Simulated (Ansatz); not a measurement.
Cs₈F₈ (relaxed from a model of 2x2x4 CsF rock-salt block, whose bonding it doesn't keep). Total charge 0; singlet. Geometry r2SCAN-D4/def2-SVP, basis def2-TZVP, Ansatz.

| atom | x (Å) | y (Å) | z (Å) |
| --- | --- | --- | --- |
| Cs1 | 1.7974 | 3.8362 | 2.2025 |
| F2 | -0.0106 | 1.7682 | 1.6056 |
| Cs3 | -2.1713 | -0.1636 | 1.3816 |
| F4 | -3.8674 | -2.2913 | 0.6528 |
| F5 | 3.7018 | 1.9164 | 1.8045 |
| Cs6 | 1.9677 | -0.2971 | 1.6409 |
| F7 | -0.1648 | -2.1649 | 0.9961 |
| Cs8 | -1.9935 | -4.2805 | 0.7087 |
| F9 | 2.0713 | 4.0103 | -0.5116 |
| Cs10 | -0.0378 | 2.2782 | -1.2085 |
| F11 | -1.8921 | 0.0532 | -1.4567 |
| Cs12 | -3.9274 | -1.7975 | -2.0350 |
| Cs13 | 4.1234 | 2.2419 | -0.8765 |
| F14 | 2.0677 | 0.3434 | -1.1448 |
| Cs15 | 0.2417 | -1.8174 | -1.8136 |
| F16 | -1.9061 | -3.6354 | -1.9461 |

| run | HOMO (eV) | LUMO (eV) |
| --- | --- | --- |
| A | -6.17 | -0.14 |
| B | -5.55 | -0.83 |
| C | -5.22 | -0.76 |
| D | -6.93 | -0.31 |
| E | -5.50 | -0.23 |

In the def2 sets Cs takes a core potential; there is no spin–orbit coupling.

Task: The runs used LDA (SPW92), PBE, PBE0, r2SCAN, r2SCANh. Estimate which is which.

Result: A r2SCANh (10 % exact exchange); B LDA (SPW92) (0 % exact exchange); C PBE (0 % exact exchange); D PBE0 (25 % exact exchange); E r2SCAN (0 % exact exchange). Exact exchange lowers occupied and raises empty levels; among semilocal functionals meta-GGAs tend to open the gap a little, and such runs are hard to tell apart. The gap grows from 4.47 eV (PBE) to 6.62 eV (PBE0).
